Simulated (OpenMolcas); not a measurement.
**Potential curves of AlGe: spin-free states**

Computed with OpenMolcas 26.06: state-averaged CASSCF(7,8) over Ge 4s 4p, Al 3s 3p, XMS-CASPT2 (IPEA 0.25, imaginary shift 0.2 hartree), scalar X2C, ANO-RCC-VTZP, then RASSI spin–orbit state interaction with atomic mean-field integrals. C2 symmetry about the axis (a holds Σ, Δ, Γ; b holds Π, Φ, H; Σ⁺ and Σ⁻ are not told apart); roots by multiplicity and irrep: 4a 5, 2a 7, 2b 6, 4b 2.

XMS-CASPT2 energies in eV from the lowest point. Curves are followed by energy order within each symmetry, so they are adiabatic and may change character at avoided crossings; Σ⁺ and Σ⁻ are counted together.

| R (Å) | (1)4Σ | (1)2Π | (1)4Π | (1)4Δ | (2)4Σ | (3)4Σ |
| --- | --- | --- | --- | --- | --- | --- |
| 2.137 | 0.593 | 1.067 | 2.813 | 4.174 | 3.326 | 4.295 |
| 2.261 | 0.193 | 0.895 | 2.524 | 3.401 | 2.886 | 3.511 |
| 2.373 | 0.033 | 0.882 | 2.374 | 2.946 | 2.688 | 3.048 |
| 2.485 | 0.000 | 0.884 | 2.304 | 2.652 | 2.612 | 2.745 |
| 2.609 | 0.059 | 0.852 | 2.275 | 2.458 | 2.542 | 2.605 |
| 2.733 | 0.179 | 0.855 | 2.275 | 2.355 | 2.432 | 2.626 |
| 2.907 | 0.406 | 0.943 | 2.305 | 2.303 | 2.366 | 2.654 |
| 3.131 | 0.735 | 1.141 | 2.345 | 2.308 | 2.360 | 2.643 |
| 3.479 | 1.232 | 1.505 | 2.382 | 2.360 | 2.401 | 2.603 |
| 3.976 | 1.800 | 1.959 | 2.399 | 2.428 | 2.452 | 2.575 |
| 4.721 | 2.181 | 2.302 | 2.399 | 2.490 | 2.502 | 2.509 |
| 5.715 | 2.329 | 2.351 | 2.401 | 2.525 | 2.519 | 2.530 |

(1) With masses 73.921 and 26.982 u, fit the curves (1)4Σ near their minima.

Left out for impure symmetry, kinks or missing points, though low: (1)2Σ, (1)2Δ, (2)2Σ, (2)2Π, (3)2Π, (3)2Σ, (4)2Σ, (2)2Δ. Only roots inside an energy window near the equilibrium distance were included, so the list of states is not complete; labels number the states computed. Each spin and symmetry block has orbitals of its own, averaged over its own roots, so gaps between blocks are less sure than gaps within one and near the minimum can be off by tenths of an eV, in bad cases by more. No Rydberg orbitals are active, so Rydberg states, and σ→σ* states whose orbital the CASSCF left unused, can be missing between those listed. CASPT2 splits the two components of degenerate states numerically, here by up to 140 cm⁻¹. At stretched bonds a block can hold a wrong CASSCF solution and miss its lowest state; points past a visible jump are left out. Points that failed a check (symmetry, reference weights, a jump) are left out.

Results:

(1) At XMS-CASPT2, Te from the lowest curve (the fit fixes ωe to a per cent or two; the method's Re and ωe can be off by some per cent):

```csv
curve,Te (cm⁻¹),Re (Å),ωe (cm⁻¹)
(1)4Σ,0,2.466,310.6
```
